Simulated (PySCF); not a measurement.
# How methods differ on the interval between two levels of Hf

Hf [Xe] 4f14 5d2 6s2 [3F4, M_J = 4] → Hf [Xe] 4f14 5d4 [5D4, M_J = 4], as a difference of total energies. Calculation: PySCF 2.14, in x2c-TZVPall-2c (11s11p10d2f, 108 functions); the two-component X2C-1e Hamiltonian. Correlated levels: [Kr] 4d10 4f14 frozen; the 34 highest virtual spinors dropped. "Screened" scales the spin-orbit matrix elements by Boettger's factors to mimic the two-electron term; Breit and QED terms are absent.

```
                    method  interval between two levels (cm⁻¹)
 GHF (screened spin-orbit)                               34105
GMP2 (screened spin-orbit)                               39230
```

The labels give the starting determinants; with spin-orbit coupling the two ends relaxed to ⟨J²⟩ = 20.17, ⟨L²⟩ = 12.35, ⟨S²⟩ = 2.12 and ⟨J²⟩ = 20.02, ⟨L²⟩ = 6.22, ⟨S²⟩ = 6.07.
